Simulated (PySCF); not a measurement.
## Basis-set dependence of excited states

CH6GeS.
SMILES with atom numbers: `[CH3:1][GeH2:2][SH:3]` (hydrogens: H4, H5, H6 on C1; H7, H8 on Ge2; H9 on S3)

TDDFT with PBE0 (PySCF), vertical singlets, core orbitals frozen in the response, spherical d and f functions. One conformer (not necessarily the lowest) at the PBE0-D3(BJ)/def2-SVP geometry, without solvent, vibrations or thermal averaging. Relativistic effects, spin–orbit coupling among them, are left out although an element past zinc is present.

Q: How do the low singlets change with the basis? Take 6-31G*, def2-SVP, def2-SVPD, aug-cc-pVDZ, def2-TZVP, def2-TZVPD and aug-cc-pVTZ.

A: 

| basis | functions | diffuse | S1 (eV) | S2 (eV) | S3 (eV) | S4 (eV) | S5 (eV) | LUMO (eV) | α (au) |
| --- | --- | --- | --- | --- | --- | --- | --- | --- | --- |
| 6-31G* | 76 | no | 6.00 | 6.37 | 7.30 | 8.14 | 8.31 | 0.47 | 53.1 |
| def2-SVP | 94 | no | 6.20 | 6.42 | 7.29 | 7.85 | 8.02 | 0.76 | 54.3 |
| def2-SVPD | 133 | yes | 5.80 | 5.91 | 6.80 | 7.15 | 7.50 | 0.04 | 67.2 |
| aug-cc-pVDZ | 140 | yes | 5.65 | 5.75 | 6.38 | 6.75 | 7.02 | -0.28 | 67.8 |
| def2-TZVP | 152 | no | 5.88 | 6.20 | 7.04 | 7.48 | 7.73 | 0.38 | 62.8 |
| def2-TZVPD | 191 | yes | 5.72 | 5.84 | 6.59 | 6.94 | 7.28 | -0.03 | 68.1 |
| aug-cc-pVTZ | 293 | yes | 5.66 | 5.78 | 6.39 | 6.73 | 6.97 | -0.31 | 68.3 |

States are compared by their number. Against the largest diffuse basis here (aug-cc-pVTZ, itself not a converged limit), sets without diffuse functions differ by up to 0.54 eV in S1 and 1.34 eV in S5; the smaller diffuse sets differ by up to 0.14 and 0.52 eV. State by state, the largest deviation of a set without diffuse functions is S1 0.54, S2 0.64, S3 0.92, S4 1.41, S5 1.34 eV. The same number needn't mean the same state in each row. Against aug-cc-pVTZ the polarisability deviates by -22% in 6-31G*, -20% in def2-SVP, -2% in def2-SVPD, -1% in aug-cc-pVDZ, -8% in def2-TZVP, 0% in def2-TZVPD.

Without π bonds the low states are Rydberg-like; a valence basis with one diffuse set may place them up to an eV too high.
